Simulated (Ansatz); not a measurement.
A nudged elastic band was laid between two geometries of AlBH4S2 (8 atoms, charge 0, multiplicity 1).

All numbers below come from Ansatz 0.2.0, RKS BLYP-D4/def2-SVP.

```json
{
  "movable images": "9",
  "climbing image": "yes",
  "spring": "5.0 eV/Å²",
  "optimiser": "lbfgs",
  "start path": "IDPP",
  "force threshold": "0.05 eV/Å",
  "iteration limit": "42",
  "end points": "relaxed",
  "largest step": "0.5 Å"
}
```

First end point:

```xyz
8
Properties=species:S:1:pos:R:3
B -0.832 1.330 -0.298
Al 0.944 0.193 -0.360
S 1.117 -0.794 1.719
S 0.339 -2.185 0.246
H -0.855 2.541 -0.182
H -1.923 0.790 -0.246
H 2.219 0.117 -1.310
H -1.009 -1.993 0.431
```

Last end point:

```xyz
8
Properties=species:S:1:pos:R:3
B -0.822 1.344 -0.291
Al 0.941 0.187 -0.351
S 1.105 -0.822 1.718
S 0.327 -2.195 0.227
H -1.926 0.827 -0.261
H -0.822 2.553 -0.155
H 2.217 0.111 -1.300
H -1.021 -2.006 0.413
```

Task: Which bonds break or form, and what moves?

Result: No bond is made or broken. The dihedral H5–B1–Al2–S3 goes from 104 to -70°. The two ends are copies of one structure, up to a mirror image or an exchange of like atoms.

Task: What energy profile does the band end with?

Result: The forces met the threshold. The highest image is number 5 of 0 to 10, 0.095 eV above the ends, which have the same energy within 2 meV. The order of the stationary point at the top wasn't checked.

| image | path coordinate (Å) | energy (eV) | dihedral H5–B1–Al2–S3 (°) |
| --- | --- | --- | --- |
| 0 | 0.00 | 0.000 | 104 |
| 1 | 0.44 | 0.013 | 123 |
| 2 | 0.87 | 0.037 | 142 |
| 3 | 1.31 | 0.063 | 163 |
| 4 | 1.75 | 0.083 | -177 |
| 5 | 2.19 | 0.095 | -158 |
| 6 | 2.60 | 0.094 | -139 |
| 7 | 3.03 | 0.077 | -122 |
| 8 | 3.45 | 0.047 | -104 |
| 9 | 3.88 | 0.014 | -87 |
| 10 | 4.31 | 0.000 | -70 |

Task: What is the geometry of the highest image?

Result: 
```xyz
8
Properties=species:S:1:pos:R:3:forces:R:3
B -0.808 1.408 0.120 -0.02 0.01 -0.02
Al 0.976 0.235 0.045 0.00 -0.01 0.01
S 0.927 -1.641 1.382 0.05 -0.03 -0.03
S 0.312 -2.079 -0.651 -0.02 0.01 -0.02
H -1.160 2.181 -0.751 0.02 0.00 -0.01
H -1.567 1.309 1.067 -0.01 0.00 -0.02
H 2.374 0.532 -0.659 0.01 0.02 0.04
H -1.054 -1.945 -0.553 -0.02 -0.01 0.05
```

Run time: 11 min on 1 thread of Intel(R) Xeon(R) Platinum 8375C CPU @ 2.90GHz (Ice Lake), on a shared host, peak memory 0.32 GiB.
